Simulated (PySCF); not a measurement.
Spin-orbit coupling and the fourth ionisation energy along group 15

Two-component X2C-1e calculated with PySCF 2.14: MP2 on generalised Hartree-Fock spinors (GMP2), with spin-orbit coupling off and on (screened by Boettger's factors); no Breit or QED terms. Values in eV; the references (NIST) lie between the lowest levels. Elements whose determinants are no pure J levels are left out.

```csv
element,configurations,spin-free,with spin-orbit,shift,reference
"N (x2c-TZVPall-2c, 1s2 frozen)",[He] 2s2 → [He] 2s1,76.357,76.357,0.000,77.474
"P (x2c-TZVPall-2c, [Ne] frozen)",[Ne] 3s2 → [Ne] 3s1,50.784,50.784,0.000,51.444
"Sb (x2c-TZVPall-2c, [Ar] 3d10 frozen)",[Kr] 4d10 5s2 → [Kr] 4d10 5s1,43.586,43.589,0.003,43.804 ± 0.025
"Bi (x2c-TZVPall-2c, [Kr] 4d10 4f14 frozen)",[Xe] 4f14 5d10 6s2 → [Xe] 4f14 5d10 6s1,44.758,44.790,0.033,45.37 ± 0.06
```

Task: Estimate the missing row, As (x2c-TZVPall-2c, [Ne] frozen).

Result: The calculation gives spin-free 49.057; with spin-orbit 49.058; shift 0.000. The reference value is 50.15 ± 0.06.

What remains against the references is mostly the basis and correlation beyond MP2.
